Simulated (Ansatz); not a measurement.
`C[O][Ta]([NH2])([F])=[S]` + HCl → `[NH2][Ta]([F])(=[S])[Cl]` + CH₃OH  (ligand exchange at a Ta–O bond)

Isolated molecules relaxed with PBE0-D4/def2-TZVP in Ansatz; ΔE leaves out vibrations. CCSD(T)/CBS adds triple-zeta CCSD(T) − MP2 to the extrapolated MP2 energy (def2 sets, frozen cores). This one scheme is used for every species. DFT in def2-TZVPP. B3LYP here is the variant with VWN-RPA as its local correlation; programs differ in this. HSE06 is defined as in plane-wave codes. Elements past krypton have def2 core potentials. For Ta outer-core shells are correlated without core-valence functions, which leaves a few kJ/mol of doubt a bond. Each species was taken in one conformer, which may not be the lowest.

(1) Is it downhill or uphill in electronic energy at CCSD(T)/CBS, and by how much? (Best estimate.)

(2) What do these levels give: r2SCAN-D4, r2SCANh-D4, BHLYP-D4, B2PLYP, PBE-QIDH, PBE, BLYP, B3LYP, HSE06, CAM-B3LYP, MP2/def2-SVP, MP2/def2-QZVPP? (Best estimate.)

Largest T1 diagnostic among the species: 0.020.

Answers

(1) Computed: Downhill: ΔE = -7.6 kJ/mol.

(2) Computed: r2SCAN-D4 -8.5, r2SCANh-D4 -9.4, BHLYP-D4 -5.7, B2PLYP -7.5, PBE-QIDH -12.2, PBE -10.8, BLYP -5.5, B3LYP -6.8, HSE06 -13.1, CAM-B3LYP -0.7, MP2/def2-SVP -0.5, MP2/def2-QZVPP -13.2 kJ/mol.

Leaving LDA and LC-ωPBE aside and taking each functional with its dispersion term where it has one, the values, not all of them listed here, spread over 13.1 kJ/mol, from PBE-QIDH to CAM-B3LYP-D4. LDA lies +6.8 kJ/mol from PBE without D4. At CCSD(T), def2-SVP lies +12.7 kJ/mol from the extrapolated value and def2-TZVPP +4.0 kJ/mol.
